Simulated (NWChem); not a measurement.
Everything below was run with NWChem. System: OSe, charge 0, spin multiplicity 3, at a geometry optimised with UB3LYP/def2-SVP. The structure started from a generated list of species. Its SCF solution wasn't tested for a lower state. Level: UMP2/def2-TZVP, 10 core orbitals frozen.

The NWChem input:

```
start mol
memory heap 200 mb stack 900 mb global 1100 mb
geometry units angstroms nocenter noautoz
  O      0.000000     0.000000     1.341033
  Se     0.000000     0.000000    -0.315537
  symmetry group C2v
end
basis spherical
  * library def2-tzvp
end
scf
  uhf
  nopen 2
  maxiter 100
  thresh 1e-7
  semidirect memsize 60000000 filesize 0
  # guess.movecs holds the orbitals of an unrestricted PBE0 run
  vectors input guess.movecs output mol.movecs
end
mp2
  freeze core 10
end
task mp2 energy
```

Part of the output:

```
             Northwest Computational Chemistry Package (NWChem) 7.3.0
             --------------------------------------------------------

                                NWChem Input Module
                                -------------------

 Scaling coordinates for geometry "geometry" by  1.889725989
 (inverse scale =  0.529177249)

 Turning off AUTOSYM since
 SYMMETRY directive was detected!

                             Geometry "geometry" -> ""
                             -------------------------

 Output coordinates in angstroms (scale by  1.889725989 to convert to a.u.)

  No.       Tag          Charge          X              Y              Z
 ---- ---------------- ---------- -------------- -------------- --------------
    1 O                    8.0000     0.00000000     0.00000000     1.34103300
    2 Se                  34.0000     0.00000000     0.00000000    -0.31553700

 Effective nuclear repulsion energy (a.u.)      86.8880951170

            Nuclear Dipole moment (a.u.)
            ----------------------------
        X                 Y               Z
 ---------------- ---------------- ----------------
     0.0000000000     0.0000000000     0.0000113384

      Symmetry information
      --------------------

 Group name             C2v
 Group number             16
 Group order               4
 No. of unique centers     2

      Symmetry unique atoms

     1    2


 Summary of "ao basis" -> "" (spherical)
 ------------------------------------------------------------------------------
       Tag                 Description            Shells   Functions and Types
 ---------------- ------------------------------  ------  ---------------------
 *                         def2-tzvp                  on all atoms

 Summary of "ao basis" -> "ao basis" (spherical)
 ------------------------------------------------------------------------------
       Tag                 Description            Shells   Functions and Types
 ---------------- ------------------------------  ------  ---------------------
 O                         def2-tzvp                11       31   5s3p2d1f
 Se                        def2-tzvp                16       48   6s5p4d1f

                                 NWChem SCF Module
                                 -----------------

  ao basis        = "ao basis"
  functions       =    79
  atoms           =     2
  alpha electrons =    22
  beta  electrons =    20
  charge          =   0.00
  wavefunction    = UHF
  use symmetry    = T
  symmetry adapt  = T

 Summary of "ao basis" -> "ao basis" (spherical)
 ------------------------------------------------------------------------------
       Tag                 Description            Shells   Functions and Types
 ---------------- ------------------------------  ------  ---------------------
 O                         def2-tzvp                11       31   5s3p2d1f
 Se                        def2-tzvp                16       48   6s5p4d1f

      Symmetry analysis of basis
      --------------------------

        a1         35
        a2          8
        b1         18
        b2         18

 Forming initial guess at       0.0s

   Symmetry analysis of molecular orbitals - initial alpha
   -------------------------------------------------------

  Numbering of irreducible representations:

     1 a1          2 a2          3 b1          4 b2

  Orbital symmetries:

     1 a1          2 a1          3 b1          4 b2          5 a1
     6 a1          7 a1          8 a1          9 b1         10 b2
[...]
  --------------------------------------

    Atom       Charge   Shell Charges
 -----------   ------   -------------------------------------------------------
    1 O    8     4.61   0.40  0.59  0.32  0.51  0.15  1.11  1.15  0.37  0.00  0.01  0.00
    2 Se  34    17.39   1.00  1.00  0.58  0.39  0.52  0.46  3.00  2.97  0.58  1.31  0.47  4.48  0.52  0.03  0.05  0.01

   Mulliken analysis of the beta density
   -------------------------------------

    Atom       Charge   Shell Charges
 -----------   ------   -------------------------------------------------------
    1 O    8     3.81   0.40  0.59  0.28  0.48  0.18  0.62  0.77  0.46  0.00  0.02  0.00
    2 Se  34    16.19   1.00  1.00  0.58  0.39  0.50  0.48  3.00  2.96  0.31  0.62  0.23  4.49  0.52  0.02  0.06  0.02

   Mulliken analysis of the spin density
   -------------------------------------

    Atom       Charge   Shell Charges
 -----------   ------   -------------------------------------------------------
    1 O    8     0.80   0.00 -0.00  0.03  0.03 -0.03  0.49  0.39 -0.10 -0.00 -0.01 -0.00
    2 Se  34     1.20  -0.00  0.00  0.00 -0.00  0.02 -0.02  0.00  0.01  0.27  0.69  0.24 -0.01  0.00  0.01 -0.01 -0.00

       Multipole analysis of the density wrt the origin
       ------------------------------------------------

     L   x y z        total         alpha         beta         nuclear
     -   - - -        -----         -----         ----         -------
     0   0 0 0     -0.000000    -22.000000    -20.000000     42.000000

     1   1 0 0     -0.000000     -0.000000     -0.000000      0.000000
     1   0 1 0      0.000000      0.000000      0.000000      0.000000
     1   0 0 1     -1.011040     -0.817707     -0.193344      0.000011

     2   2 0 0    -17.017676    -10.097580     -6.920095      0.000000
     2   1 1 0      0.000000      0.000000     -0.000000      0.000000
     2   1 0 1      0.000000      0.000000      0.000000      0.000000
     2   0 2 0    -17.017676    -10.097580     -6.920095      0.000000
     2   0 1 1      0.000000      0.000000      0.000000      0.000000
     2   0 0 2    -18.589079    -44.751882    -37.302575     63.465378

                   NWChem MP2 Semi-direct Energy/Gradient Module
                   ---------------------------------------------

  Basis functions       =     79
  Molecular orbitals    =     79
  Frozen core           =     10
  Frozen virtuals       =      0
  Active alpha occupied =     12
  Active beta occupied  =     10
  Active alpha virtual  =     57
  Active beta virtual   =     59
  Use MO symmetry       = T
  Use skeleton AO sym   = T

  AO/Fock/Back tols     =   1.0D-09  1.0D-09  1.0D-09

 GA uses MA = F    GA memory limited = T

 Available:
  local mem=  1.26D+08
 global mem=  1.44D+08
 local disk=  0.00D+00
  mp2_memr nvloc                    57
  nvloc new                    57
   1 passes of  12:        4194304                      46917                   7334065.
   1 passes of  12: M    126150209           G      144166718           F     121955905.

 Semi-direct pass number   1 of   1  for UHF alpha       at        1.2s
  vrange nnbf                  3149
  mp2_eaftype                    27  avail_ma_in_mb                  1099
 EAF : mp2_eaftype filesize          27    3667033.
  mp2_eaf for mointskh                     27
Node 0 wrote     17.2 Mb in      0.0 s     Agg I/O rate:  1497.9 Mb/s
 Done moints_semi at        3.2s
  mp2_eaftype                    27  avail_ma_in_mb                  1072
 EAF : mp2_eaftype filesize          27    3667033.
  mp2_eaf for kh                    27
 Done maket at        3.2s
 Done multipass loop at        3.2s

 GA uses MA = F    GA memory limited = T

 Available:
  local mem=  1.26D+08
 global mem=  1.44D+08
 local disk=  0.00D+00
  mp2_memr nvloc                    59
  nvloc new                    59
   1 passes of  10:        4194304                      42219                   6327645.
   1 passes of  10: M    126150209           G      144166718           F     121955905.

 Semi-direct pass number   1 of   1  for UHF beta        at        3.3s
  vrange nnbf                  3149
  mp2_eaftype                    24  avail_ma_in_mb                  1099
 EAF : mp2_eaftype filesize          24    3163822.
  mp2_eaf for mointskh                     24
Node 0 wrote     14.9 Mb in      0.0 s     Agg I/O rate:   812.1 Mb/s
 Done moints_semi at        5.3s
  mp2_eaftype                    24  avail_ma_in_mb                  1075
 EAF : mp2_eaftype filesize          24    3163822.
  mp2_eaf for kh                    24
 Done maket at        5.3s
 Done multipass loop at        5.3s

          -------------------------------------------
          SCF energy               -2474.688610685544
          Correlation energy          -0.482994618158
          Singlet pairs                0.000000000000
          Triplet pairs                0.000000000000
          Total MP2 energy         -2475.171605303702
          -------------------------------------------

          ---------------------------------------------------
                    Spin Component Scaled (SCS) MP2
          Same spin pairs                     -0.148050199854
          Same spin scaling factor             0.333333333333
          Opposite spin pairs                 -0.334944418304
          Opposite spin scaling fact.          1.200000000000
          SCS-MP2 correlation energy          -0.451283368583
          Total SCS-MP2 energy             -2475.139894054127
          ---------------------------------------------------

 -----------------------
 Performance information
 -----------------------

 Timer overhead =  9.58D-08 seconds/call

               Nr. of calls         CPU time (s)                 Wall time (s)                GFlops
             ---------------    -------------------     ------------------------------   -------------------
Name         Min   Avg   Max    Min     Avg     Max     Min     Avg     Max   Mx/calls   Min     Max     Sum
mp2: moin     2     2     2    4.0     4.0     4.0      4.0     4.0     4.0     2.0      0.0     0.0     0.0
mp2: make     2     2     2   0.11    0.11    0.11     0.11    0.11    0.11    5.53E-2   0.0     0.0     0.0
mp2: tota     1     1     1    4.1     4.1     4.1      4.1     4.1     4.1     4.1      0.0     0.0     0.0

 The average no. of pstat calls per process was 5.00D+00
 with a timing overhead of 4.79D-07s

 Task  times  cpu:        5.3s     wall:        5.3s

 Total times  cpu:        5.3s     wall:        5.3s
```
